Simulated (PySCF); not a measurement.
Molecule: `CO/C=C1/CC[C@@H]1F`, C$_{6}$H$_{9}$FO.

Bonds (- single, = double, # triple, : aromatic): C1-O2, O2-C3, C3=C4, C4-C5, C5-C6, C6-C7, C7-F8, C7-C4. C1 carries H9, H10, H11; C3 carries H12; C5 carries H13, H14; C6 carries H15, H16; C7 carries H17. Stereochemistry as in CO/C=C1/CC[C@@H]1F. H13, H15 are cis to F8 on the ring; H14, H16 are trans to F8 on the ring.

Frames of a GFN2-xTB Langevin trajectory at 600 K; GIAO PBE0/pcSseg-1 shieldings in PySCF, gas phase, non-relativistic; equivalent atoms averaged within each frame.

Referencing at the same level of theory: ¹³C (186.93 ppm), ¹H (31.72 ppm) against TMS; ¹⁷O (336.08 ppm) against H2O; CFCl3 for ¹⁹F (170.95 ppm). The references are static minima.

Problem. How do the shifts (ppm) fluctuate along the trajectory?

Solution. 
```csv
time (fs),C3,C4,C7,C1,C6,C5,O2,F8,H17,H12
250,153.6,121.7,93.0,68.1,36.1,21.1,102.4,-187.8,7.60,6.47
425,152.1,127.1,102.2,63.9,26.1,28.4,96.8,-175.2,6.77,7.64
625,144.5,117.6,88.0,58.1,28.5,30.7,76.8,-184.6,5.82,5.57
800,159.1,127.9,98.1,66.1,46.9,22.2,106.7,-191.9,6.45,6.43
1000,170.1,135.1,88.0,61.7,37.1,34.7,116.5,-194.6,5.30,7.28
mean of frames,155.9,125.9,93.9,63.5,34.9,27.4,99.9,-186.8,6.39,6.68
standard deviation,9.5,6.6,6.3,3.9,8.2,5.7,14.8,7.6,0.88,0.81
```

5 frames give an uncertainty of the mean of about the standard deviation over 2.2 at best, since frames this close in time may not be independent; classical motion lacks zero-point vibration, and the reference would need the same averaging.
